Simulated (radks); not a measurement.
All-electron atom: Tm V in [Xe] 4f11.

All-electron calculation, non-relativistic Kohn-Sham, AM05, spin-polarised, spherical densities, point nucleus; open shells are filled with parallel spins first (spin-orbit coupling, left out, can overturn this in heavy ions); relativity is left out, which matters for an element this heavy. Program: a radial shooting solver on a logarithmic mesh with Libxc functionals.

Energy parts (hartree):
part                       energy
total                 -12933.3641
kinetic                12928.6778
electron-nucleus      -30657.8219
Hartree                 5059.4789
exchange-correlation    -263.6990

Orbitals (lengths in bohr, moments of r in powers of bohr; r(90%) holds 90 % of the orbital's charge):
[
 {"orbital": "1s down", "occ.": "1", "eigenvalue (hartree)": "-2024.647", "r(90%)": "0.0391", "<r^4>": "1.051e-06", "<r>": "0.02198"},
 {"orbital": "1s up", "occ.": "1", "eigenvalue (hartree)": "-2024.647", "r(90%)": "0.0391", "<r^4>": "1.051e-06", "<r>": "0.02198"},
 {"orbital": "2s up", "occ.": "1", "eigenvalue (hartree)": "-329.1930", "r(90%)": "0.143", "<r^4>": "0.0001743", "<r>": "0.09319"},
 {"orbital": "2s down", "occ.": "1", "eigenvalue (hartree)": "-329.1892", "r(90%)": "0.143", "<r^4>": "0.0001742", "<r>": "0.09319"},
 {"orbital": "2p up", "occ.": "3", "eigenvalue (hartree)": "-314.5923", "r(90%)": "0.127", "<r^4>": "0.0001103", "<r>": "0.07891"},
 {"orbital": "2p down", "occ.": "3", "eigenvalue (hartree)": "-314.5900", "r(90%)": "0.127", "<r^4>": "0.0001103", "<r>": "0.07891"},
 {"orbital": "3s up", "occ.": "1", "eigenvalue (hartree)": "-75.08603", "r(90%)": "0.348", "<r^4>": "0.006275", "<r>": "0.2386"},
 {"orbital": "3s down", "occ.": "1", "eigenvalue (hartree)": "-75.01743", "r(90%)": "0.348", "<r^4>": "0.006265", "<r>": "0.2385"},
 {"orbital": "3p up", "occ.": "3", "eigenvalue (hartree)": "-68.43552", "r(90%)": "0.340", "<r^4>": "0.005663", "<r>": "0.2284"},
 {"orbital": "3p down", "occ.": "3", "eigenvalue (hartree)": "-68.37310", "r(90%)": "0.340", "<r^4>": "0.005652", "<r>": "0.2283"},
 {"orbital": "3d up", "occ.": "5", "eigenvalue (hartree)": "-56.01840", "r(90%)": "0.312", "<r^4>": "0.003956", "<r>": "0.2013"},
 {"orbital": "3d down", "occ.": "5", "eigenvalue (hartree)": "-55.97302", "r(90%)": "0.312", "<r^4>": "0.003945", "<r>": "0.2012"},
 {"orbital": "4s up", "occ.": "1", "eigenvalue (hartree)": "-16.03568", "r(90%)": "0.767", "<r^4>": "0.1509", "<r>": "0.5348"},
 {"orbital": "4s down", "occ.": "1", "eigenvalue (hartree)": "-15.92927", "r(90%)": "0.768", "<r^4>": "0.1513", "<r>": "0.5350"},
 {"orbital": "4p up", "occ.": "3", "eigenvalue (hartree)": "-13.34675", "r(90%)": "0.791", "<r^4>": "0.1696", "<r>": "0.5447"},
 {"orbital": "4p down", "occ.": "3", "eigenvalue (hartree)": "-13.24098", "r(90%)": "0.792", "<r^4>": "0.1701", "<r>": "0.5450"},
 {"orbital": "4d up", "occ.": "5", "eigenvalue (hartree)": "-8.49232", "r(90%)": "0.853", "<r^4>": "0.2276", "<r>": "0.5690"},
 {"orbital": "4d down", "occ.": "5", "eigenvalue (hartree)": "-8.38766", "r(90%)": "0.855", "<r^4>": "0.2293", "<r>": "0.5698"},
 {"orbital": "5s up", "occ.": "1", "eigenvalue (hartree)": "-3.38356", "r(90%)": "1.81", "<r^4>": "4.701", "<r>": "1.268"},
 {"orbital": "5s down", "occ.": "1", "eigenvalue (hartree)": "-3.34556", "r(90%)": "1.83", "<r^4>": "4.819", "<r>": "1.276"},
 {"orbital": "5p up", "occ.": "3", "eigenvalue (hartree)": "-2.61190", "r(90%)": "2.01", "<r^4>": "7.087", "<r>": "1.393"},
 {"orbital": "5p down", "occ.": "3", "eigenvalue (hartree)": "-2.58183", "r(90%)": "2.03", "<r^4>": "7.294", "<r>": "1.403"},
 {"orbital": "4f up", "occ.": "7", "eigenvalue (hartree)": "-2.34744", "r(90%)": "1.14", "<r^4>": "0.8041", "<r>": "0.6836"},
 {"orbital": "4f down", "occ.": "4", "eigenvalue (hartree)": "-2.24949", "r(90%)": "1.16", "<r^4>": "0.8672", "<r>": "0.6917"},
 {"orbital": "5d up", "occ.": "0", "eigenvalue (hartree)": "-1.44854", "r(90%)": "2.69", "<r^4>": "22.11", "<r>": "1.811"},
 {"orbital": "5d down", "occ.": "0", "eigenvalue (hartree)": "-1.43399", "r(90%)": "2.71", "<r^4>": "22.90", "<r>": "1.828"},
 {"orbital": "6s up", "occ.": "0", "eigenvalue (hartree)": "-1.16464", "r(90%)": "3.99", "<r^4>": "110.6", "<r>": "2.831"},
 {"orbital": "6s down", "occ.": "0", "eigenvalue (hartree)": "-1.15874", "r(90%)": "4.01", "<r^4>": "112.5", "<r>": "2.843"}
]

The highest occupied level is 4f down at -61.212 eV. The electron density at the nucleus is 2.342e+05 e/bohr^3. Spin moment in Bohr magnetons: 3. The spin density at the nucleus is -0.043 e/bohr^3 (1s 0.001, 2s -0.348, 3s -2.707, 4s 1.015, 5s 1.996). Virial ratio -V/T = 2.00036. Summed over all electrons, <r^2> = 30.80 bohr^2, which gives a Langevin (diamagnetic) susceptibility term of -24.4 x 10^-6 cm^3/mol.
